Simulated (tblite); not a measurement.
Compound: C₇H₅N₂P.
Numbering: `[CH:1]#[C:2][CH2:3][n:4]1[cH:5][p:6][c:7]([C:8]#[CH:9])[n:10]1` (hydrogens: H11 on C1; H12, H13 on C3; H14 on C5; H15 on C9)

Structure optimised with GFN2-xTB, isolated species.

(1) What internal coordinates does the optimisation give?

Results:

(1) 
| bond | length (bohr) |
| --- | --- |
| C1≡C2 | 2.260 |
| C2–C3 | 2.743 |
| C3–N4 | 2.734 |
| N4–C5 | 2.541 |
| C5–P6 | 3.252 |
| P6–C7 | 3.367 |
| C7–C8 | 2.655 |
| C8≡C9 | 2.271 |
| C7–N10 | 2.487 |
| N4–N10 | 2.481 |
| C1–H11 | 1.982 |
| C3–H12, C3–H13 | 2.071 |
| C5–H14 | 2.032 |
| C9–H15 | 1.982 |

Bonds in one row agree within 0.02 bohr and their mean is given. A selection of angles:
| angle | degrees |
| --- | --- |
| C2–C1–H11 | 178.8 |
| C1–C2–C3 | 177.8 |
| C2–C3–N4 | 111.2 |
| C2–C3–H12 | 110.2 |
| N4–C3–H12 | 106.8 |
| N4–C3–H13 | 109.8 |
| H12–C3–H13 | 109.2 |
| C3–N4–C5 | 124.9 |
| C3–N4–N10 | 118.5 |
| C5–N4–N10 | 116.6 |
| N4–C5–P6 | 112.5 |
| N4–C5–H14 | 119.2 |
| P6–C5–H14 | 128.3 |
| C5–P6–C7 | 85.5 |
| P6–C7–C8 | 124.0 |
| P6–C7–N10 | 114.9 |
| C8–C7–N10 | 121.1 |
| C7–C8–C9 | 177.6 |
| C8–C9–H15 | 179.3 |
| N4–N10–C7 | 110.6 |

Torsions: C2–C3–N4–C5 -57° (synclinal). The mirror-image conformer, all signs reversed, is as good.

The 3 C–N bonds span 1.316 Å (C7–N10, aromatic) to 1.447 Å (C3–N4, drawn single), a spread of 0.131 Å. The 2 C–P bonds span 1.721 Å (C5–P6, aromatic) to 1.782 Å (P6–C7, aromatic), a spread of 0.061 Å. The C–C distances run from 1.196 Å (C1≡C2, drawn triple) to 1.451 Å (C2–C3, drawn single), a spread of 0.255 Å. Of the pairs four or more bonds apart, C2···H14 is among the closest relative to their van der Waals radii: 2.86 Å, 99 % of the sum of Bondi's values. The 5-membered ring N4–C5–P6–C7–N10 has internal angles of 85.5° to 116.6° (sum 540°, against 540° for a flat polygon); it is planar, 0.00 Å rms from its mean plane, widest ring torsion 0°. P6 (phosphorus bonded to 2 C) is bent (angle 85.5°). N4 (pyrrole-type nitrogen) is planar (angles 124.9°, 118.5° and 116.6°, sum 360.0°, 0.00 Å off the plane of its three neighbours).

Point group: C1 (no symmetry element, even within 0.4 Å). Its GFN2-xTB frequencies are all real (lowest 25 cm⁻¹). The numbers are those of one conformer.

The run took 0.77 s of wall time on Arm Neoverse V1, one thread, shared host with 32 logical CPUs at a one-minute load of 9.1. That covers the optimisation of the geometry.

These are computed values.
